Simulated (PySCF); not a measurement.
**Electron correlation in Ti (titanium, neutral)**

[Ar] 3d2 4s2, high-spin 3F determinant. Calculation: PySCF 2.14, in aug-cc-pVTZ-DK (8s7p5d3f2g, 93 functions); the spin-free X2C one-electron Hamiltonian (Gaussian nucleus). Frozen: [Ar]; 4 electrons correlated.

```tsv
level	correlation energy (mhartree)
CCSD	-53.48
(T)	-1.93
CCSD(T)	-55.41
```

Diagnostics: T1 = 0.026, D1 = 0.0604, largest double amplitude 0.064.

Q: Is a single reference adequate?

A: Yes: T1 lies below 0.03 and no double amplitude reaches 0.07.
